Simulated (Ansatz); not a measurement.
Total energies of C4H12ClGaN2 (`C[N](C)[Ga]([Cl])[N](C)C`).

```xyz
20

C     1.268   -1.740   -0.691
N     0.012   -1.186   -1.123
C    -0.496   -1.801   -2.324
Ga   -0.872    0.146   -0.274
Cl   -2.899    0.485   -0.911
N    -0.265    1.229    1.044
C     1.114    1.342    1.440
C    -1.146    2.076    1.808
H     1.577   -1.328    0.271
H     2.074   -1.551   -1.415
H     1.194   -2.831   -0.567
H    -0.629   -2.884   -2.189
H    -1.463   -1.378   -2.599
H     0.191   -1.658   -3.171
H     1.278    0.989    2.469
H     1.449    2.388    1.398
H     1.768    0.768    0.780
H    -0.852    3.132    1.724
H    -2.174    1.987    1.456
H    -1.129    1.815    2.876
```

Total charge 0; spin multiplicity 1. Correlated methods include outer-core shells of Ga, which these sets cover unevenly. Scalar relativity is left out up to krypton. All single points use the PBE0-D4/def2-TZVP geometry. It is one conformer, not always the lowest. Basis def2-TZVPP, Ansatz 0.2.0.

RPA on PBE orbitals: Hartree–Fock energy of these orbitals -2650.18337 Eh, correlation -2.50544 Eh (frozen core).

| functional | energy without D4 (Eh) | D4 term (kJ/mol) |
| --- | --- | --- |
| HSE06 (plane-wave form) | -2653.64096 | -42.2 |
| PBE-QIDH | -2653.21598 | – |

**Question.** Give the same for LDA (SPW92), PBE, revPBE, BLYP, r2SCAN, B97M-V, PBE0, B3LYP, r2SCANh, r2SCAN0, BHLYP, CAM-B3LYP, LC-ωPBE, ωB97X-V, ωB97M-V, B2PLYP. (Estimate.)

**Answer.** The calculation gave: 
```csv
functional,energy without D4 (Eh),D4 term (kJ/mol)
LDA (SPW92),-2647.48143,–
PBE,-2653.55113,-52.4
revPBE,-2654.07296,-153.3
BLYP,-2654.31984,-112.3
r2SCAN,-2654.19188,-14.1
B97M-V,-2653.88989,–
PBE0,-2653.66473,-45.0
B3LYP,-2654.46661,-83.5
r2SCANh,-2654.16862,-15.0
r2SCAN0,-2654.13616,-16.5
BHLYP,-2654.19858,-65.1
CAM-B3LYP,-2654.38534,-46.1
LC-ωPBE,-2653.85717,–
ωB97X-V,-2654.07452,–
ωB97M-V,-2654.13250,–
B2PLYP,-2653.66118,–
```

B3LYP takes the VWN-RPA correlation (the form of Gaussian; ORCA's B3LYP/G). HSE06 is the plane-wave form, built on full-range PBE exchange. The double hybrids freeze the cores in their second-order part.

LC-ωPBE has ω = 0.4 bohr⁻¹.
